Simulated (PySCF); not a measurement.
MoO2Cl2 (singlet state).
Z-matrix (Å and degrees, PBE0-D3(BJ)/def2-SVP geometry), rows numbered from 1:
```
Mo
O   1  1.6597
O   1  1.6600  2  106.52
Cl  1  2.2574  2  109.79  3  -118.81
Cl  1  2.2527  2  109.34  3   118.08
```

The calculation used PySCF 2.14.0, PBE0-D3(BJ)/def2-SVP geometry optimisation, gas phase, def2 core potentials past Kr.

Masses are those of the commonest isotopes; rigid-rotor values at the optimised geometry. 

(1) What are A, B and C (MHz)?

(2) Classify the top.

(3) What does the inertial defect say?

(4) Give the other two planar moments, Paa and Pbb, and the rms extents of the mass along the axes.

(5) Give the coordinates in the principal-axis frame, origin at the centre of mass.

(6) Which lines would a microwave search look for?

Results:

(1) Ia = 183.64, Ib = 300.74, Ic = 371.18 u·Å²; 505379 MHz·u·Å²/I gives A = 2752, B = 1680, C = 1362 MHz.

(2) An asymmetric top; Ray's κ = -0.541.

(3) Not planar: Δ = Ic − Ia − Ib = -113.19 u·Å². For a rigid frame Δ = −2 Σ m c², so Σ m c² = 56.60 u·Å² lies off the ab plane. The atom farthest from that plane is 1.33 Å away.

(4) Paa = Σ m a² = (Ib + Ic − Ia)/2 = 244.14 and Pbb = Σ m b² = (Ia + Ic − Ib)/2 = 127.04 u·Å². With the mass M = 199.83 u, the rms extents √(P/M) along a, b and c are 1.11, 0.80, 0.53 Å.

(5) The sense of each axis is arbitrary; atoms in the order of the calculation.
```json
{"atom": "Mo1", "mass (u)": "97.905", "a (Å)": "0.001", "b (Å)": "0.283", "c (Å)": "0.000"}
{"atom": "O2", "mass (u)": "15.995", "a (Å)": "0.014", "b (Å)": "1.275", "c (Å)": "1.330"}
{"atom": "O3", "mass (u)": "15.995", "a (Å)": "0.013", "b (Å)": "1.276", "c (Å)": "-1.330"}
{"atom": "Cl4", "mass (u)": "34.969", "a (Å)": "-1.876", "b (Å)": "-0.972", "c (Å)": "0.000"}
{"atom": "Cl5", "mass (u)": "34.969", "a (Å)": "1.861", "b (Å)": "-0.988", "c (Å)": "0.000"}
```

(6) The dipole components are |μa| = 0.00 D, |μb| = 1.14 D, |μc| = 0.00 D; the symmetry axis of this C2v structure is b, so μa and μc vanish by symmetry and there are no a-type or c-type lines. Some lines, for components of 0.1 D or more:

```csv
type,branch,"J(Ka,Kc)",MHz,lower level (cm⁻¹)
b,Q,"1(1,0) ← 1(0,1)",1391,0.101
b,Q,"2(1,1) ← 2(0,2)",1771,0.302
b,Q,"3(1,2) ← 3(0,3)",2438,0.599
b,Q,"3(2,1) ← 3(1,2)",3071,0.680
b,Q,"2(2,0) ← 2(1,1)",3276,0.361
b,R,"1(1,1) ← 0(0,0)",4114,0.000
b,Q,"2(2,1) ← 2(1,2)",4172,0.330
b,Q,"3(2,2) ← 3(1,3)",4685,0.617
b,R,"2(0,2) ← 1(1,1)",4951,0.137
b,Q,"3(3,0) ← 3(2,1)",5905,0.783
b,Q,"3(3,1) ← 3(2,2)",6190,0.773
b,R,"3(1,2) ← 2(2,1)",6347,0.469
b,R,"2(1,2) ← 1(0,1)",6837,0.101
b,R,"3(0,3) ← 2(1,2)",8081,0.330
b,R,"3(1,3) ← 2(0,2)",9426,0.302
b,R,"2(2,1) ← 1(1,0)",9618,0.148
b,R,"2(2,0) ← 1(1,1)",9998,0.137
b,R,"3(2,2) ← 2(1,1)",12341,0.361
b,R,"3(2,1) ← 2(1,2)",13590,0.330
b,R,"3(3,1) ← 2(2,0)",15255,0.471
b,R,"3(3,0) ← 2(2,1)",15324,0.469
```

No PBE0-D3(BJ)/def2-SVP frequencies stand behind this structure, so it isn't proved a minimum. Zero-point vibration and centrifugal distortion are left out. Quadrupole hyperfine structure (35Cl) is left out.
